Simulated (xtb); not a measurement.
Species: H₅AlS₂Si, SMILES `[SiH3][Al]([SH])[SH]` (charge 0, multiplicity 1).

**Question.** Give a relaxed geometry from xtb with GFN2-xTB.

**Answer.** One answer among several that fit: the end point of this relaxation, one of several conformers (outside a Z-matrix the atoms follow the SMILES, hydrogens last).
Z-matrix (Å, degrees):
```
Al
S 1 2.2059
H 2 1.3322 1 90.50
S 1 2.2199 2 111.15 3 -1.65
H 4 1.3256 1 92.39 2 -179.13
Si 1 2.4216 2 128.04 3 177.92
H 6 1.4723 1 113.23 2 37.52
H 6 1.4745 7 106.47 1 125.30
H 6 1.4801 7 106.85 8 112.67
```
